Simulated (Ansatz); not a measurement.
FNa, charge -1, doublet, at the geometry of the source list (a state made from the parent by changing its charge; the spin is typed, not shown lowest) (a gas-phase anion, which may not be bound at this level); PBE0/def2-SV(P) (Ansatz, a program for electronic structure).

Here is a job for Ansatz.
Ansatz 0.2 input:
```yaml
crystal:
  periodic: [false, false, false]
  atoms:
    - {symbol: Na, position_ang: [-0.46820000, -0.38610000, -0.63250000]}
    - {symbol: F, position_ang: [0.46820000, 0.38610000, 0.63250000]}
basis:
  gaussian:
    orbitals: def2-SV_P_.json
    point_charges:
      - {charge: -1.0, position_ang: [-2.2429, 1.4651, -2.8018]}
hamiltonian:
  xc: pbe0
total_charge: -1
magnetization: {spin_polarized: true, initial_magnetization: 1}
```
The basis file holds def2-SV(P) in the JSON format of the Basis Set Exchange.

What the program printed (banner, timings and long lists left out):

```
Functional definition: PBE0
266 factors; integrals over basis functions are off by at most 4.7e-4 eV
mean field evaluation 1: about -7080.4406 eV, gradient 9.3e1 eV
mean field evaluation 2: about -7075.7503 eV, gradient 1.1e2 eV
mean field evaluation 4: about -7121.6687 eV, gradient 4.5e0 eV
mean field evaluation 8: about -7121.8688 eV, gradient 6.7e-2 eV
mean field evaluation 16: about -7121.8690 eV, gradient 9.3e-5 eV
mean field -7121.86895844 eV, -261.7238568464 hartree, gradient 1.0e-5 eV, S^2 0.750221; 0 other end points of the search recorded, 0 dependent functions left out
reference -7121.86898190 eV, -261.7238577086 hartree; 11, 10 occupied and 18, 19 virtual orbitals, 266 factors
Total energy: -7121.86898190 eV, -261.7238577086 hartree
```
